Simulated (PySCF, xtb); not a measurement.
GaH3, SMILES [GaH3] (connectivity only; charge and spin as stated), charge -1, multiplicity 2.

Harmonic wavenumbers (cm⁻¹) from GFN2-xTB (xtb) at its own minimum, in rising order: 1370, 3360, 5506, 10131, 10548, 11753.

Q: What does PBE0-D3(BJ)/def2-TZVPD (PySCF) give at its own minimum? (Estimate from the structure and the level; the computed values follow.)

A: 603, 730, 730, 1706, 1706, 1720. Paired by order, the mean absolute difference is 5912 cm⁻¹ and the zero-point energies are 61.0 and 10.3 kcal/mol.
